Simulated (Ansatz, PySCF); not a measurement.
This PySCF input computes a PBE/def2-TZVPD energy:

```python
from pyscf import gto, scf, dft

mol = gto.M(
    atom='''
    S     0.08993919    0.00028549   -0.00039191
    H    -1.22735214   -0.00389597    0.00534821
    H    -0.05803831    1.64023734    0.02031799
    H    -0.04779913   -1.64057330   -0.01985680
    H    -0.04570696   -0.02023278    1.64062832
    H    -0.06013048    0.01989682   -1.64016714
    ''',
    basis='def2-tzvpd',
    charge=-1,
    spin=0,
    verbose=4,
)

mf = dft.RKS(mol, xc='pbe').density_fit(auxbasis='def2-universal-jkfit')
mf.grids.level = 3
mf.conv_tol = 1e-9
mf.max_cycle = 100
mf.max_memory = 1500
mf.kernel()
if not mf.converged:
    mf = mf.newton()
    mf.kernel(mf.make_rdm1())
mf.analyze()
```

### Question
Write an input for the same energy in Ansatz (a first-principles code) and say what it gives.

### Answer

Ansatz 0.2 input:
```yaml
crystal:
  periodic: [false, false, false]
  atoms:
    - {symbol: S, position_ang: [0.08993919, 0.00028549, -0.00039191]}
    - {symbol: H, position_ang: [-1.22735214, -0.00389597, 0.00534821]}
    - {symbol: H, position_ang: [-0.05803831, 1.64023734, 0.02031799]}
    - {symbol: H, position_ang: [-0.04779913, -1.64057330, -0.01985680]}
    - {symbol: H, position_ang: [-0.04570696, -0.02023278, 1.64062832]}
    - {symbol: H, position_ang: [-0.06013048, 0.01989682, -1.64016714]}
basis:
  gaussian:
    orbitals: def2-TZVPD
hamiltonian:
  xc: {name: PBE}
total_charge: -1
output: {forces: true}
```
It gives -400.85181 Eh, and PySCF -400.85211 Eh, a difference of 0.30 mEh, from the treatment of integrals and grids.

Whether it binds its extra electron was not tested at this geometry.
